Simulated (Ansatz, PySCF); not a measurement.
Gas-phase reaction (SMILES): CO[Si](Cl)(Cl)Cl [trichloro(methoxy)silane] + Cl (HCl) → Cl[Si](Cl)(Cl)Cl [tetrachlorosilane] + CO (CH4O) [methanol]; hydrogen chloride cleaves one Si-O bond, a model of a ligand-exchange step.

Each molecule is optimised on its own at B3LYP-D3(BJ)/def2-TZVP (Ansatz, an electronic-structure program), one conformer each, not searched for the lowest. Correlated levels leave the core frozen unless marked. No spin-orbit coupling. No relativistic terms. CBS marks a two-point X^-3 extrapolation of the correlation energy; Hartree-Fock from the larger set. [CCSD(T)-MP2]/basis is that difference in the basis named. Thermal terms are rigid-rotor harmonic-oscillator values from B3LYP-D3(BJ) frequencies (Ansatz or PySCF) at 298.15 K and 1 atm. 1 Eh = 627.5095 kcal/mol.

| species | E, RI-MP2/CBS(cc-pV(T+d)Z,cc-pV(Q+d)Z)+[CCSD(T)-MP2]/cc-pV(T+d)Z (Ansatz) (Eh) | E, PBE-D3(BJ)/def2-TZVPD (Ansatz + dftd3) (Eh) | H - E (Eh) |
|---|---|---|---|
| CO[Si](Cl)(Cl)Cl | -1783.63095 | -1784.69594 | 0.05762 |
| Cl (HCl) | -460.37804 | -460.62865 | 0.01000 |
| Cl[Si](Cl)(Cl)Cl | -2128.38492 | -2129.68499 | 0.01467 |
| CO (CH4O) | -115.61425 | -115.63404 | 0.05533 |

**Question.** Work out ΔE and ΔH at 298.15 K at the first level, then ΔH at the second.

**Answer.** 
1. ΔE = [(-2128.38492) + (-115.61425)] - [(-1783.63095) + (-460.37804)] = 0.00982 Eh = 6.2 kcal/mol at RI-MP2/CBS(cc-pV(T+d)Z,cc-pV(Q+d)Z)+[CCSD(T)-MP2]/cc-pV(T+d)Z.
2. The terms H - E add up to 0.00238 Eh, so ΔH = (0.00982 + (0.00238))×627.5095 = 7.7 kcal/mol.
3. At PBE-D3(BJ)/def2-TZVPD the same steps give ΔE = 3.5 and ΔH = 5.0 kcal/mol, a shift of -2.7 from the first level.
4. These values are not checked against measurement here, since the tables used lack a sound gas-phase enthalpy of formation for at least one species.
